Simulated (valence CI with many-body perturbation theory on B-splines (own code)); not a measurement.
## Energy levels of Yb³⁷⁺

Computed by relativistic CI+MBPT: five valence electrons over a frozen Dirac-Fock core [Ar] 3d10, radial functions for each j: 9 s, 9 p, 8 d, 6 f, 3 g, 1 h, with the one-electron correlation potential Σ1, the two-electron term Σ2, the three-electron term Σ3, Breit, model QED; selected CI, second order for the rest (own B-spline code, finite nucleus).

No measured spectrum was set against this ion. As an estimate, large intervals hold to a few tenths of a per cent, small ones and those within an open d or f shell to about a per cent. Among the levels kept, up to 300 cm⁻¹ of a level comes from second order outside the variational space, and about a tenth of that is noise between levels of different J, which matters for small intervals.

Levels 46 to 54 of 54, with energies above the lowest level, (4s^2 4p1/2^2 4p3/2) J=3/2. "Leading %" is the weight of the configuration and term that name the level; weights of strongly mixed levels are sums over their largest components and can fall short. In the jj column 3d3/2^4 stands for four electrons in 3d with j = 3/2. Lifetimes count E1, E2, E3, M1 and M2 decay at the calculated energies, and are blank where another channel may lead or the interval is too uncertain; long ones can be off by a factor of two.

| No. | Configuration | Term | J | E (eV) | Leading % | Second component | Lifetime | g | Leading jj |
| --- | --- | --- | --- | --- | --- | --- | --- | --- | --- |
| 46 | 4s4p³4d | ⁴D° | 1/2 | 309.67 | 51 | 22 % 4s4p³4d ²P° | 3.01 ps | 0.553 | 4s 4p1/2^2 4p3/2 4d3/2 (91 %) |
| 47 | 4s4p³4d | ⁴D° | 5/2 | 311.85 | 32 | 19 % 4s4p³4d ⁴P° | 5.59 ps | 1.391 | 4s 4p1/2^2 4p3/2 4d5/2 (91 %) |
| 48 | 4p⁵ | ²P° | 3/2 | 312.49 | 30 | 11 % 4s4p³4d ²P° | 7.82 ps | 1.248 | 4s 4p1/2^2 4p3/2 4d5/2 (57 %) |
| 49 | 4s²4p²4d | ²D | 3/2 | 312.77 | 43 | 39 % 4s²4p²4d ²P | 1.58 ps | 1.152 | 4s^2 4p3/2^2 4d5/2 (89 %) |
| 50 | 4s4p³4d | ⁴D° | 7/2 | 314.55 | 16 | 11 % 4s4p³4d ⁶D° | 4.80 ps | 1.258 | 4s 4p1/2^2 4p3/2 4d5/2 (56 %) |
| 51 | 4s²4p²4d | ²D | 5/2 | 316.58 | 52 | 20 % 4s²4p²4d ²F | 1.16 ps | 1.144 | 4s^2 4p3/2^2 4d5/2 (88 %) |
| 52 | 4s4p⁴ | ²S | 1/2 | 320.34 | 25 | 23 % 4s4p⁴ ²P | 948 fs | 1.738 | 4s 4p3/2^4 (66 %) |
| 53 | 4s4p³4d | ²F° | 7/2 | 320.84 | 35 | 21 % 4s4p³4d ²G° | 11.3 ps | 1.143 | 4s 4p1/2^2 4p3/2 4d5/2 (77 %) |
| 54 | 4s²4p²4f | ⁴G° | 5/2 | 321.71 | 18 | 16 % 4s²4p²4f ²F° | 2.10 ps | 0.927 | 4s^2 4p1/2^2 4f5/2 (53 %) |
